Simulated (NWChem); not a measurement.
System: C₅H₃NS; SMILES s1ccnc1C#C

NWChem input:

```
start job
memory heap 200 mb stack 900 mb global 1100 mb
geometry units angstroms noautoz
  C      0.025515     3.072814     0.003780
  C     -0.121211     1.868909     0.002189
  C     -0.252811     0.455609     0.000968
  N     -1.380835    -0.204145     0.000454
  C     -1.160421    -1.542478     0.000439
  C      0.154252    -1.935326     0.000830
  S      1.170213    -0.559002     0.001224
  H      0.141132     4.141363     0.005160
  H     -2.008918    -2.229307     0.000078
  H      0.559457    -2.946036     0.000741
end
basis spherical
  * library def2-tzvp
end
dft
  xc pbe0
  iterations 150
  semidirect filesize 400000000
  mulliken
end
task dft energy
```

Parts of the log:

```
             Northwest Computational Chemistry Package (NWChem) 7.3.0
             --------------------------------------------------------

 CS  symmetry detected

                             Geometry "geometry" -> ""
                             -------------------------

 Output coordinates in angstroms (scale by  1.889725989 to convert to a.u.)

  No.       Tag          Charge          X              Y              Z
 ---- ---------------- ---------- -------------- -------------- --------------
    1 C                    6.0000     0.01177533     3.07099515     0.00000000
    2 C                    6.0000    -0.12690927     1.86613658     0.00000000
    3 C                    6.0000    -0.24906996     0.45198892     0.00000000
    4 N                    7.0000    -1.37266368    -0.21528228     0.00000000
    5 C                    6.0000    -1.14331844    -1.55211354     0.00000000
    6 C                    6.0000     0.17394839    -1.93617452     0.00000000
    7 S                   16.0000     1.18069698    -0.55309772     0.00000000
    8 H                    1.0000     0.12025535     4.14029292     0.00000000
    9 H                    1.0000    -1.98721057    -2.24459266     0.00000000
   10 H                    1.0000     0.58589292    -2.94415635     0.00000000

 Effective nuclear repulsion energy (a.u.)     307.8619171548

      Symmetry information
      --------------------

 Group name             Cs
 Group number              2
 Group order               2
 No. of unique centers    10

                                 NWChem DFT Module
                                 -----------------

 Summary of "ao basis" -> "ao basis" (spherical)
 ------------------------------------------------------------------------------
       Tag                 Description            Shells   Functions and Types
 ---------------- ------------------------------  ------  ---------------------
 C                         def2-tzvp                11       31   5s3p2d1f
 N                         def2-tzvp                11       31   5s3p2d1f
 S                         def2-tzvp                13       37   5s5p2d1f
 H                         def2-tzvp                 4        6   3s1p

      Symmetry analysis of basis
      --------------------------

        a'        166
        a"         75

            General Information
            -------------------
          SCF calculation type: DFT
          Wavefunction type:  closed shell.
          No. of atoms     :    10
          No. of electrons :    56
           Alpha electrons :    28
            Beta electrons :    28
          Charge           :     0
          Spin multiplicity:     1
          Use of symmetry is: on ; symmetry adaption is: on
          Maximum number of iterations: 150
          AO basis - number of functions:   241
                     number of shells:    91
          Convergence on energy requested:  1.00D-06
          Convergence on density requested:  1.00D-05
          Convergence on gradient requested:  5.00D-04

              XC Information
              --------------
                         PBE0 Method XC Functional
                     Hartree-Fock (Exact) Exchange  0.250
          PerdewBurkeErnzerhof Exchange Functional  0.750
            Perdew 1991 LDA Correlation Functional  1.000 local
           PerdewBurkeErnz. Correlation Functional  1.000 non-local

             Grid Information
             ----------------
          Grid used for XC integration:  medium
          Radial quadrature: Mura-Knowles
          Angular quadrature: Lebedev.
          Tag              B.-S. Rad. Rad. Pts. Rad. Cut. Ang. Pts.
          ---              ---------- --------- --------- ---------
          C                   0.70       49          14.0       434
          N                   0.65       49          12.0       434
          S                   1.00       88          12.0       590
          H                   0.35       45          15.0       434
          Grid pruning is: on
          Number of quadrature shells:   517
          Spatial weights used:  Erf1

      Superposition of Atomic Density Guess
      -------------------------------------

 Sum of atomic energies:        -641.64712175

      Non-variational initial energy
      ------------------------------

 Total energy =    -645.766788
 1-e energy   =   -1488.722876
 2-e energy   =     535.094171
 HOMO         =      -0.246674
 LUMO         =      -0.045156

      Symmetry analysis of molecular orbitals - initial
      -------------------------------------------------

  Numbering of irreducible representations:

     1 a'          2 a"

  Orbital symmetries:

     1 a'          2 a'          3 a'          4 a'          5 a'
     6 a'          7 a'          8 a'          9 a'         10 a'
    11 a"         12 a'         13 a'         14 a'         15 a'
    16 a'         17 a'         18 a'         19 a'         20 a"
    21 a'         22 a'         23 a'         24 a"         25 a'
    26 a"         27 a'         28 a"         29 a"         30 a'
    31 a"         32 a'         33 a'         34 a'         35 a"
    36 a'         37 a'         38 a'

------------------------------------------------------------
EAF file 0: "./job.aoints.0" size=856162304 bytes
------------------------------------------------------------
               write      read    awrite     aread      wait
               -----      ----    ------     -----      ----
     calls:     1633         0         0         0         0
   data(b): 8.56e+08  0.00e+00  0.00e+00  0.00e+00
   time(s): 0.00e+00  0.00e+00  0.00e+00  0.00e+00  0.00e+00
rate(mb/s): 0.00e+00  0.00e+00
------------------------------------------------------------

     ---------------------------------------------
      Total Density - Mulliken Population Analysis
     ---------------------------------------------

    Atom       Charge   Shell Charges
 -----------   ------   -------------------------------------------------------
    1 C    6     6.22   0.86  1.12  0.60  0.47  0.07  1.19  1.44  0.44  0.01  0.00  0.01
    2 C    6     6.03   0.86  1.12  0.60  0.46  0.13  1.20  1.26  0.29  0.02  0.08  0.01
    3 C    6     5.71   0.86  1.12  0.53  0.57  0.20  1.02  1.09  0.15  0.03  0.13  0.01
    4 N    7     7.57   0.82  1.16  0.59  0.87  0.20  1.51  1.75  0.60  0.01  0.06  0.00
    5 C    6     6.03   0.86  1.12  0.56  0.58  0.09  1.17  1.18  0.35  0.03  0.07  0.01
    6 C    6     6.23   0.86  1.12  0.56  0.64  0.09  1.15  1.33  0.39  0.02  0.06  0.01
    7 S   16    15.82   2.01  0.49  1.48  1.06  0.73  4.17  1.69  0.86  2.20  0.99  0.04  0.09  0.01
    8 H    1     0.74   0.21  0.42  0.09  0.02
    9 H    1     0.84   0.24  0.45  0.13  0.02
   10 H    1     0.82   0.23  0.44  0.12  0.02

   convergence    iter        energy       DeltaE   RMS-Dens  Diis-err
 ---------------- ----- ----------------- --------- --------- ---------
 d= 0,ls=0.0,diis     1   -644.7728086245 -9.53D+02  8.75D-03  1.13D+00
 d= 0,ls=0.0,diis     2   -644.7476943394  2.51D-02  4.15D-03  1.08D+00
 d= 0,ls=0.0,diis     3   -644.8326981710 -8.50D-02  1.82D-03  3.21D-01
 d= 0,ls=0.0,diis     4   -644.8660492102 -3.34D-02  5.25D-04  2.85D-02
 d= 0,ls=0.0,diis     5   -644.8693138881 -3.26D-03  1.49D-04  2.05D-03
  Resetting Diis
 d= 0,ls=0.0,diis     6   -644.8694802334 -1.66D-04  7.76D-05  6.21D-04
 d= 0,ls=0.0,diis     7   -644.8695569524 -7.67D-05  5.64D-05  3.74D-05
 d= 0,ls=0.0,diis     8   -644.8695387544  1.82D-05  3.81D-05  1.75D-04
 d= 0,ls=0.0,diis     9   -644.8695619010 -2.31D-05  4.63D-06  1.81D-06
 d= 0,ls=0.0,diis    10   -644.8695620967 -1.96D-07  1.45D-06  2.01D-07

         Total DFT energy =     -644.869562096710
      One electron energy =    -1493.100892386827
           Coulomb energy =      600.719930985088
    Exchange-Corr. energy =      -60.350517849776
 Nuclear repulsion energy =      307.861917154805

 Numeric. integr. density =       55.999991628220

                  Occupations of the irreducible representations
                  ----------------------------------------------

                     irrep           alpha         beta
                     --------     --------     --------
                     a'               23.0         23.0
                     a"                5.0          5.0

                       DFT Final Molecular Orbital Analysis
                       ------------------------------------

 Vector   26  Occ=2.000000D+00  E=-3.103309D-01  Symmetry=a"
              MO Center=  1.1D-01, -4.7D-01, -1.5D-16, r^2= 3.2D+00
   Bfn.  Coefficient  Atom+Function         Bfn.  Coefficient  Atom+Function
  ----- ------------  ---------------      ----- ------------  ---------------
   203      0.400353   7 S  pz              206      0.246771   7 S  pz
   101     -0.244127   4 N  pz              104     -0.217001   4 N  pz
   200      0.177052   7 S  pz              194     -0.146671   7 S  pz
   107     -0.131259   4 N  pz              132     -0.128704   5 C  pz
   135     -0.114789   5 C  pz              163      0.082807   6 C  pz

 Vector   27  Occ=2.000000D+00  E=-3.025275D-01  Symmetry=a'
              MO Center= -8.6D-01,  1.6D-02, -6.2D-15, r^2= 3.2D+00
   Bfn.  Coefficient  Atom+Function         Bfn.  Coefficient  Atom+Function
  ----- ------------  ---------------      ----- ------------  ---------------
    99      0.319696   4 N  px              102      0.259484   4 N  px
    36     -0.222444   2 C  s               201      0.211291   7 S  px
    97     -0.202551   4 N  s               105      0.202772   4 N  px
     5      0.158069   1 C  s               204      0.135884   7 S  px
   100     -0.124285   4 N  py              202     -0.116394   7 S  py

 Vector   28  Occ=2.000000D+00  E=-2.571587D-01  Symmetry=a"
              MO Center= -1.5D-01,  9.3D-02,  4.2D-16, r^2= 5.3D+00
   Bfn.  Coefficient  Atom+Function         Bfn.  Coefficient  Atom+Function
  ----- ------------  ---------------      ----- ------------  ---------------
   163      0.213147   6 C  pz                8      0.205892   1 C  pz
   166      0.200830   6 C  pz               70     -0.188269   3 C  pz
   132      0.188048   5 C  pz               73     -0.176236   3 C  pz
   135      0.176818   5 C  pz               11      0.174425   1 C  pz
   203     -0.167655   7 S  pz              169      0.144111   6 C  pz

 Vector   29  Occ=0.000000D+00  E=-6.076926D-02  Symmetry=a"
              MO Center=  1.8D-02,  2.6D-01, -3.0D-16, r^2= 5.0D+00
   Bfn.  Coefficient  Atom+Function         Bfn.  Coefficient  Atom+Function
  ----- ------------  ---------------      ----- ------------  ---------------
   206      0.358172   7 S  pz              169     -0.295906   6 C  pz
    14      0.267346   1 C  pz               73     -0.239148   3 C  pz
    76     -0.239400   3 C  pz              203      0.236407   7 S  pz
    70     -0.234067   3 C  pz              107      0.206900   4 N  pz
   163     -0.203074   6 C  pz              166     -0.197628   6 C  pz

 Vector   30  Occ=0.000000D+00  E= 3.369997D-03  Symmetry=a'
              MO Center=  5.8D-01,  6.6D-01, -3.6D-15, r^2= 5.4D+00
   Bfn.  Coefficient  Atom+Function         Bfn.  Coefficient  Atom+Function
  ----- ------------  ---------------      ----- ------------  ---------------
   160      0.954058   6 C  s               205      0.794677   7 S  py
    67     -0.769712   3 C  s               129     -0.716544   5 C  s
    12      0.422754   1 C  px               36      0.362635   2 C  s
    74     -0.357602   3 C  px               66     -0.319437   3 C  s
    43     -0.308776   2 C  px              136     -0.295771   5 C  px

 Vector   31  Occ=0.000000D+00  E= 1.686673D-02  Symmetry=a'
              MO Center=  5.6D-01,  6.7D-01,  1.5D-14, r^2= 6.1D+00
   Bfn.  Coefficient  Atom+Function         Bfn.  Coefficient  Atom+Function
  ----- ------------  ---------------      ----- ------------  ---------------
    67      3.248759   3 C  s                44      2.750369   2 C  py
     5     -2.530597   1 C  s                75      1.523473   3 C  py
    13      0.890923   1 C  py              205     -0.883753   7 S  py
   160     -0.773314   6 C  s                74      0.750786   3 C  px
   238      0.689034  10 H  s                12      0.624904   1 C  px

------------------------------------------------------------
EAF file 0: "./job.aoints.0" size=1206386688 bytes
------------------------------------------------------------
               write      read    awrite     aread      wait
               -----      ----    ------     -----      ----
     calls:     2301         9         0     20700     20700
   data(b): 1.21e+09  4.72e+06  0.00e+00  1.09e+10
   time(s): 0.00e+00  0.00e+00  0.00e+00  0.00e+00  0.00e+00
rate(mb/s): 0.00e+00  0.00e+00
------------------------------------------------------------

     ---------------------------------------------
      Total Density - Mulliken Population Analysis
     ---------------------------------------------

    Atom       Charge   Shell Charges
 -----------   ------   -------------------------------------------------------
    1 C    6     6.08   0.86  1.12  0.55  0.51  0.10  1.28  1.27  0.39  0.01 -0.01  0.01
    2 C    6     5.93   0.86  1.11  0.55  0.70  0.05  1.30  1.18  0.07  0.02  0.08  0.01
    3 C    6     6.08   0.85  1.12  0.52  0.55  0.34  1.27  1.11  0.12  0.03  0.15  0.01
    4 N    7     7.20   0.82  1.15  0.57  0.87  0.18  1.49  1.54  0.51  0.01  0.06  0.00
    5 C    6     6.10   0.85  1.12  0.53  0.57  0.12  1.29  1.18  0.32  0.03  0.09  0.01
    6 C    6     6.17   0.85  1.12  0.52  0.64  0.05  1.28  1.27  0.35  0.02  0.07  0.01
    7 S   16    15.93   2.01  0.48  1.48  1.11  0.71  4.18  1.67  0.92  2.30  0.87  0.06  0.13  0.02
    8 H    1     0.81   0.26  0.45  0.09  0.02
    9 H    1     0.86   0.27  0.47  0.10  0.02
   10 H    1     0.84   0.26  0.47  0.09  0.02

     -------------------------------------------
      Total Density - Lowdin Population Analysis
     -------------------------------------------

    Atom       Charge   Shell Charges
 -----------   ------   -------------------------------------------------------
    1 C    6     6.06   0.91  1.03  0.38  0.39  0.19  1.10  1.28  0.61  0.01  0.12  0.04
    2 C    6     6.11   0.91  1.03  0.35  0.34  0.17  1.11  1.25  0.57  0.02  0.31  0.05
    3 C    6     6.45   0.91  1.04  0.35  0.31  0.17  1.09  1.26  0.58  0.04  0.63  0.08
    4 N    7     6.85   0.89  1.06  0.43  0.43  0.23  1.33  1.52  0.71  0.01  0.22  0.02
    5 C    6     6.28   0.91  1.04  0.35  0.32  0.17  1.11  1.26  0.55  0.04  0.46  0.07
    6 C    6     6.41   0.91  1.04  0.37  0.36  0.19  1.11  1.36  0.64  0.02  0.37  0.04
    7 S   16    15.25   1.99  0.84  1.12  0.74  0.52  3.91  1.88  1.04  1.88  0.98  0.05  0.26  0.06
    8 H    1     0.87   0.24  0.39  0.17  0.07
    9 H    1     0.86   0.25  0.39  0.16  0.06
   10 H    1     0.86   0.25  0.39  0.16  0.07

     Multipole analysis of the density
     ---------------------------------

     L   x y z        total         alpha         beta         nuclear
     -   - - -        -----         -----         ----         -------
     0   0 0 0     -0.000000    -28.000000    -28.000000     56.000000

     1   1 0 0      0.553099      0.276549      0.276549      0.000000
     1   0 1 0     -0.370868     -0.185434     -0.185434     -0.000000
     1   0 0 1     -0.000000     -0.000000     -0.000000      0.000000

     2   2 0 0    -36.448695   -104.456973   -104.456973    172.465250
     2   1 1 0      1.287482     -2.213919     -2.213919      5.715319
     2   1 0 1      0.000000      0.000000      0.000000      0.000000
     2   0 2 0    -24.650504   -283.227925   -283.227925    541.805347
     2   0 1 1     -0.000000     -0.000000     -0.000000      0.000000
     2   0 0 2    -36.671874    -18.335937    -18.335937      0.000000
```

Level: PBE0/def2-TZVP. Structure relaxed at the PBE0/def2-SVP level.
